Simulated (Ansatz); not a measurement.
Level of theory: Ansatz (a quantum-chemistry and plane-wave program) with frozen-core CCSD(T)/cc-pVTZ // r2SCAN-D4/def2-TZVP.

Ansatz 0.2 input:
```yaml
crystal:
  periodic: [false, false, false]
  atoms:
    - { symbol: C, position_ang: [-0.587615, -0.068451, 0.032773] }
    - { symbol: C, position_ang: [0.909195, -0.074943, -0.135894] }
    - { symbol: F, position_ang: [1.472338, -1.020703, -0.671887] }
    - { symbol: F, position_ang: [1.549757, 0.893163, 0.277678] }
    - { symbol: H, position_ang: [-1.334989, 0.738499, 0.519835] }
    - { symbol: H, position_ang: [-0.902624, -0.725967, 0.913698] }
    - { symbol: H, position_ang: [-1.107668, 0.209547, -0.947036] }
basis:
  gaussian: { orbitals: cc-pVTZ }
correlation:
  method: ccsd_t
total_charge: 2
magnetization:
  spin_polarized: true
  initial_magnetization: 1
```

Output:

```
Functional definition: HF
972 factors; integrals over basis functions are off by at most 9.6e-4 eV
mean field evaluation 1: about -7487.4190 eV, gradient 4.9e1 eV
mean field evaluation 2: about -7487.4208 eV, gradient 4.9e1 eV
mean field evaluation 4: about -7494.8683 eV, gradient 3.4e0 eV
mean field evaluation 8: about -7494.9649 eV, gradient 2.3e-1 eV
mean field evaluation 16: about -7494.9465 eV, gradient 1.1e0 eV
mean field -7494.96609596 eV, -275.4349237559 hartree, gradient 4.6e-6 eV, S^2 0.761083; 0 other end points of the search recorded, 0 dependent functions left out
4 core orbitals not correlated
reference -7494.96609596 eV, -275.4349237559 hartree; 12, 11 occupied and 146, 147 virtual orbitals, 972 factors
second order -21.05631982 eV of doubles, -0.00000000 eV of singles
cycle   1  -20.84199154 eV  change    2.1e-1 eV  update   1.2e-1
cycle   2  -21.37387531 eV  change   -5.3e-1 eV  update   3.8e-2
cycle   3  -21.52649714 eV  change   -1.5e-1 eV  update   2.3e-2
cycle   4  -21.51132379 eV  change    1.5e-2 eV  update   7.1e-3
cycle   5  -21.50742437 eV  change    3.9e-3 eV  update   4.1e-3
cycle   6  -21.51041699 eV  change   -3.0e-3 eV  update   1.9e-3
cycle   7  -21.51078691 eV  change   -3.7e-4 eV  update   1.2e-3
cycle   8  -21.51069998 eV  change    8.7e-5 eV  update   4.7e-4
cycle   9  -21.51094335 eV  change   -2.4e-4 eV  update   1.9e-4
cycle  10  -21.51088760 eV  change    5.6e-5 eV  update   1.0e-4
cycle  11  -21.51084556 eV  change    4.2e-5 eV  update   5.6e-5
cycle  12  -21.51089530 eV  change   -5.0e-5 eV  update   3.2e-5
cycle  13  -21.51087734 eV  change    1.8e-5 eV  update   1.2e-5
perturbative correction -0.80418137 eV, -0.0295531201 hartree
Total energy: -7517.28115466 eV, -276.2549870375 hartree
```

Cost: around 6 core-minutes (rough).
